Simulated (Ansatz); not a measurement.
Diborane 1,2-di F (B2H4F2). Charge 0, multiplicity 1. Geometry B3LYP-D4/def2-TZVP, basis def2-TZVP, Ansatz.

```
run  HOMO (eV)  LUMO (eV)
  A      -8.22      -1.38
  B     -10.12      -0.17
  C      -8.73      -1.13
  D     -11.38       0.72
  E      -8.18      -1.27
  F     -12.22       1.64
```

Task: The runs used B97M-V, CAM-B3LYP, PBE, r2SCAN0, revPBE, ωB97M-V. Estimate which is which.

Result: A PBE (0 % exact exchange); B r2SCAN0 (25 % exact exchange); C B97M-V (0 % exact exchange); D CAM-B3LYP (range-separated); E revPBE (0 % exact exchange); F ωB97M-V (range-separated). Exact exchange lowers occupied and raises empty levels; among semilocal functionals meta-GGAs tend to open the gap a little, and such runs are hard to tell apart. The gap grows from 6.84 eV (PBE) to 13.86 eV (ωB97M-V).
